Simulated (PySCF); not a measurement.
B(CCH)3 (C₆H₃B), SMILES C(B(C#C)C#C)#C. Heavy atoms are numbered as in [B:1]([C:2]#[CH:3])([C:5]#[CH:6])[C:8]#[CH:9]. Hydrogens are named by the atom that carries them.

Coordinates come from a PBE0-D3(BJ)/def2-SVP optimisation.

All values below come from PBE/pcSseg-1 in PySCF.

GIAO shieldings, no solvent; atoms alike by connectivity are averaged. δ = σ(ref) − σ: ¹¹B against BF3 (σ = 83.9 ppm); ¹³C against TMS (σ = 182.0 ppm); ¹H against TMS (σ = 31.49 ppm), references at their B3LYP-D3(BJ)/def2-TZVP geometries, non-relativistic.

Computed chemical shifts:
```csv
nucleus,atoms,count,δ (ppm)
¹¹B,B1,1,15.8
¹³C,C3 (CH),3,117.4
¹³C,C2,3,104.9
¹H,H on C3,3,4.19
```
